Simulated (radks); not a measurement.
Values are calculated unless marked as measured or tabulated.
Effect of the nuclear size on the praseodymium ion Pr2+, [Xe] 4f3. Code: a radial shooting solver on a logarithmic mesh with Libxc functionals. Model: Dirac Kohn-Sham, BLYP, spin-unpolarised, spherical densities, finite nucleus; open shells are shared between the two j in proportion to 2j + 1; Fermi nuclear charge, rms radius 4.8919 fm. The rms radius is varied about that value; shifts are against it.

rms radius (fm)  total energy shift (eV)  density at nucleus (e/bohr^3)  1s1/2 shift (meV)  2s1/2 shift (meV)  4p1/2 shift (meV)  5s1/2 shift (meV)  5p1/2 shift (meV)  4f7/2 shift (meV)  6s1/2 (empty) shift (meV)
4.1483                             -3.28                      4.321e+05              -1360               -168              0.311              -1.31              0.065              0.170                     -0.209
4.437                              -2.06                      4.259e+05               -855               -105              0.195             -0.823              0.041              0.107                     -0.131
4.8919                                 0                       4.17e+05              0.000              0.000              0.000              0.000              0.000              0.000                      0.000
5.3468                              2.22                      4.091e+05                920                113             -0.210              0.886             -0.044             -0.115                      0.141
5.6012                              3.52                       4.05e+05               1460                180             -0.333               1.41             -0.070             -0.183                      0.225

Slopes of the eigenvalues against <r^2> in GHz/fm^2, as finite differences over the two radii next to the reference (eigenvalue slopes, not the field-shift constants of lines): 1s1/2 48200, 2s1/2 5950, 4p1/2 -11.0, 5s1/2 46.4, 5p1/2 -2.31, 4f7/2 -6.03, 6s1/2 (empty) 7.40.
